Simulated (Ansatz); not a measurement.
Consider the formal exchange of groups at a C–S bond: `CCSCC` + `[SnH4]` → `C[CH2][SnH3]` + `CCS`.

Gas-phase electronic energies from Ansatz, PBE0-D4/def2-TZVP geometries. CBS: MP2 limit from def2 TZ/QZ plus the TZ coupled-cluster correction, frozen cores. Elements past krypton have def2 core potentials. For Sn outer-core shells are correlated without core-valence functions, which leaves a few kJ/mol of doubt a bond. One conformer a species, not always the lowest.

```
       species  CCSD(T)/CBS(def2) energy (Eh)
       `CCSCC`                     -556.01218
      `[SnH4]`                     -216.39156
`C[CH2][SnH3]`                     -294.92046
         `CCS`                     -477.49091
```

Q: Work out ΔE.

A: ΔE = (-294.92046) + (-477.49091) − (-556.01218) − (-216.39156) = -0.00763 Eh = -20.0 kJ/mol.

Largest T1 diagnostic among the species: 0.013.

The D4 term adds +5.2 kJ/mol with B3LYP and +3.1 kJ/mol with PBE0; it sums over pairs of atoms, weighted by their polarisabilities, and B3LYP, whose exchange is more repulsive, gets the larger term. From BLYP to BHLYP (50 % exact exchange), in def2-TZVPP and without D4, ΔE moves by +4.5 kJ/mol. At CCSD(T), def2-SVP lies +9.0 kJ/mol from the extrapolated value and def2-TZVPP +2.7 kJ/mol.

B3LYP here is the variant with VWN-RPA as its local correlation; programs differ in this.
